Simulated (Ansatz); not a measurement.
Consider the atomization: `[F][Sn]([Cl])[I]`• → Cl• + F• + I• + Sn•.

Computed with Ansatz on PBE0-D4/def2-TZVP structures; ΔE is electronic, products minus reactants. CCSD(T)/CBS is the MP2 limit (def2-TZVPP, def2-QZVPP) plus CCSD(T) − MP2 in def2-TZVPP, frozen cores. This one scheme is used for every species, atoms too. For atomizations the MP2-based limit and the directly extrapolated one differ by several kJ/mol either way, and by 10 to 25 for some Ge, Se and Sn compounds, so smaller differences from it don't rank the levels. DFT in def2-TZVPP. B3LYP here is the variant with VWN-RPA as its local correlation; programs differ in this. HSE06 is defined as in plane-wave codes. Open shells (•) are unrestricted, without spin–orbit coupling. Spin–orbit coupling would lower the free atoms: a little for Cl, F; strongly for I, Sn. def2 core potentials past Kr. Bonds to I, Sn are less sure, by a few kJ/mol each and by 10 to 20 or more in all where they break to atoms, as the def2 sets lack core-valence functions.

`[F][Sn]([Cl])[I]`•:

```xyz
4

F     0.035   -1.781   -0.598
Sn    0.131   -0.264    0.576
Cl    1.986    0.905   -0.219
I    -2.152    1.140    0.241
```

**Question.** What is ΔE at CCSD(T)/CBS? (Estimate.)

**Answer.** Ansatz gave: +1007.9 kJ/mol.

**Question.** What do these levels give: LDA (SPW92), B97M-V, PBE0-D4, HSE06-D4, B2PLYP, PBE0, B3LYP, r2SCAN0, RPA@PBE/def2-TZVPP, MP2/def2-SVP, MP2/def2-QZVPP, MP2/CBS(def2)? (Best estimate.)

**Answer.** Computed: LDA (SPW92) 1205.9, B97M-V 1017.9, PBE0-D4 988.4, HSE06-D4 989.6, B2PLYP 961.0, PBE0 975.9, B3LYP 951.5, r2SCAN0 959.1, RPA@PBE/def2-TZVPP 831.3, MP2/def2-SVP 912.7, MP2/def2-QZVPP 1033.7, MP2/CBS(def2) 1060.2 kJ/mol.

Largest T1 diagnostic among the species: 0.015.

From PBE to PBE0 (25 % exact exchange), in def2-TZVPP and without D4, ΔE moves by −51.6 kJ/mol: exact exchange takes away binding that semilocal exchange gives to molecules. In def2-TZVPP, CCSD(T) changes the Hartree–Fock value by +305.6 kJ/mol (the triples alone add +36.4 kJ/mol) and MP2 by +357.9 kJ/mol; breaking electron pairs costs correlation energy, which Hartree–Fock lacks. Leaving LDA and LC-ωPBE aside and taking each functional with its dispersion term where it has one, the values, not all of them listed here, spread over 123.1 kJ/mol, from BHLYP-D4 to PBE-D4. LDA lies +178.4 kJ/mol from PBE without D4, its usual overbinding.
